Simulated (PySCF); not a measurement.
C7H9 (doublet state).
Z-matrix (Å and degrees, GFN2-xTB geometry), rows numbered from 1:
```
C 
C   1  1.3688
C   2  1.3774  1  124.48
C   3  1.4868  2  123.77  1  -179.18
C   4  1.4750  3  111.57  2   118.95
C   5  1.2980  4  152.70  3    -1.87
C   5  1.5025  4  142.78  3   178.10
H   1  1.0756  2  120.90  3     0.23
H   1  1.0742  2  121.71  3  -179.80
H   2  1.0840  1  118.05  3   179.68
H   3  1.0799  2  119.52  1    -1.34
H   4  1.0951  3  110.83  2    -2.79
H   4  1.0991  3  110.33  2  -121.64
H   6  1.0612  5  151.67  7  -179.99
H   7  1.0855  5  119.63  6  -105.92
H   7  1.0858  5  119.91  6   105.67
```

The hyperfine couplings belong to this conformer and change with its torsions.

Identity: `C(/[CH2])=C\CC1=CC1` [radical].

Theory: UKS B3LYP, pcH-1 on C H, non-relativistic, mean-field spin-orbit, GIAO in PySCF 2.14.0. Isolated species at its GFN2-xTB geometry (one conformer only). Couplings are sensitive to structure, and on GFN2-xTB geometries they can be far from those on DFT ones. Stability of the SCF solution: not tested. ⟨S²⟩ is 0.776 where a pure state has 0.75.

The Mulliken spin populations are largest on C1 (+0.68), C3 (+0.66) and C2 (-0.26). The angles at C1 add up to 360.0°, so it is planar; its axial dipolar tensor and the negative couplings of its protons fit spin in a p orbital normal to that plane.

McConnell's relation a(H) = Q·ρ ties the coupling of a proton on a planar π carbon to the spin population of that carbon. What Q do the computed values give?

| H | C | ρ(C) | a(H) (G) | a/ρ (G) |
| --- | --- | --- | --- | --- |
| H8 | C1 | +0.677 | -14.20 | -21.0 |
| H9 | C1 | +0.677 | -14.97 | -22.1 |
| H10 | C2 | -0.263 | +4.23 | -16.1 |
| H11 | C3 | +0.660 | -14.30 | -21.7 |

A least-squares line through the origin gives Q = -21.3 G with Mulliken populations. Where ρ is negative the coupling is positive.

Leave H8 and its like out of the fit. How well does the relation then predict its coupling?

The other protons give Q = -20.9 G, so a = -20.9 × 0.677 ≈ -14.16 G, against the computed -14.20 G.

List the C–H protons on four-coordinate carbons next to a three-coordinate spin centre, with their couplings and θ (C–H bond against the normal to the plane of the centre's neighbours, projected along the bond that joins the two).

| β H | on | centre | θ (°) | cos²θ | a (G) |
| --- | --- | --- | --- | --- | --- |
| H12 | C4 | C3 | 88 | 0.00 | +0.80 |
| H13 | C4 | C3 | 31 | 0.74 | +23.21 |

Couplings in gauss use g_iso = 2.0026.

Hardware: one thread of an Arm Neoverse V1, no GPU (shared host). Cost: 53 s (with the writing of density and orbital grids), 0.96 GiB resident at most.
